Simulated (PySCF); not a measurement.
**Computed vibrations of [Dy(NH3)3]3+**

[Dy(NH3)3]3+ (singlet in the valence; each metal's 4f electrons, 9 of them, lie in its core potential, out of spins and levels). PySCF 2.14.0, RKS PBE0, Dy lcecp-1-SVP with ECP55, N def2-SVP, H def2-SVP; non-relativistic Hamiltonian with scalar-relativistic core potentials where named; density fitting; no spin-orbit coupling. Central differences of gradients.

```xyz
13

Dy    0.0000    0.0000    0.0000
N     2.4040    0.0009    0.0000
H     2.8550   -0.4677    0.8085
H     2.8550   -0.4677   -0.8085
H     2.8553    0.9347    0.0000
N    -1.2028    2.0815    0.0000
H    -1.0225    2.7064    0.8085
H    -1.0225    2.7064   -0.8085
H    -2.2371    2.0054    0.0000
N    -1.2012   -2.0824    0.0000
H    -1.8325   -2.2387    0.8085
H    -1.8325   -2.2387   -0.8085
H    -0.6182   -2.9401    0.0000
```

Run from Python with OMP_NUM_THREADS=2. Where DIIS fails, smearing, a level shift and second-order steps follow.
It took 98 s on 2 threads of Intel(R) Xeon(R) 6975P-C (Granite Rapids), on a shared host.

Problem. What are the harmonic wavenumbers and infrared intensities?

Solution. Modes are labelled in C3h; negative numbers are unstable modes, those under 60 cm⁻¹ near the noise; a finer grid moves soft modes by up to 10 cm⁻¹.
```
cm⁻¹  km/mol  symmetry
 -43       –       a''
 -40       –       a''
 -40       –       e''
 -40       –       e''
  82     8.8        e'
  82     8.8        e'
 359     0.0        a'
 369     8.6        e'
 369     8.6        e'
 647     0.0        a'
 661     0.0       e''
 661     0.0       e''
 678   217.0       a''
 690    91.8        e'
 690    91.8        e'
1420   218.3        e'
1420   218.3        e'
1424     0.0        a'
1605   152.3       a''
1606    78.4        e'
1606    78.4        e'
1608     0.0        a'
1608     0.0       e''
1608     0.0       e''
3343   359.1        e'
3343   359.1        e'
3353     0.0        a'
3411     0.0       e''
3411     0.0       e''
3412   521.2       a''
3417     0.0        a'
3418   253.3        e'
3418   253.3        e'
```

Problem. Is this a minimum?

Solution. Probably not: 4 unstable, though so soft as to be near the noise; the lowest moves the atoms so:
```
Dy   0.00  0.00  0.04
N    0.00  0.00 -0.13
H    0.05  0.24 -0.02
H   -0.05 -0.24 -0.02
H    0.00  0.00 -0.44
N    0.00  0.00 -0.13
H   -0.24 -0.08 -0.02
H    0.24  0.08 -0.02
H    0.00  0.00 -0.44
N    0.00  0.00 -0.13
H    0.18 -0.17 -0.02
H   -0.18  0.17 -0.02
H    0.00  0.00 -0.44
```

An lcecp potential fixes the number of 4f electrons, so in runs with it no electron can move into or out of that shell.
